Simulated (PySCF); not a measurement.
FH7N2Si2, SMILES F[SiH2]N[SiH2]N. Geometry optimised at PBE0-D3(BJ)/def2-SVP. The structure was generated by enumeration, and PubChem lists no compound with its InChIKey, so it may never have been made. The values are those of a single conformer.

Computed equilibrium geometry at PBE0-D3(BJ)/def2-SVP (PySCF confirms it by a frequency run) as bond lengths and angles (one conformer of several):
Atoms: Si1 F2 N3 Si4 N5 H6 H7 H8 H9 H10 H11 H12. Bond lengths (Å): Si1–F2 1.631, Si1–N3 1.717, Si1–H6 1.485, Si1–H7 1.487, N3–Si4 1.756, N3–H8 1.018, Si4–N5 1.722, Si4–H9 1.491, Si4–H10 1.490, N5–H11 1.013, N5–H12 1.014. Bond angles (°): F2–Si1–N3 112.2, F2–Si1–H6 106.4, F2–Si1–H7 106.0, N3–Si1–H6 109.2, N3–Si1–H7 109.7, H6–Si1–H7 113.4, Si1–N3–Si4 128.1, Si1–N3–H8 115.3, Si4–N3–H8 115.7, N3–Si4–N5 117.9, N3–Si4–H9 108.1, N3–Si4–H10 103.8, N5–Si4–H9 105.2, N5–Si4–H10 109.0, H9–Si4–H10 113.1, Si4–N5–H11 120.6, Si4–N5–H12 121.2, H11–N5–H12 111.2.
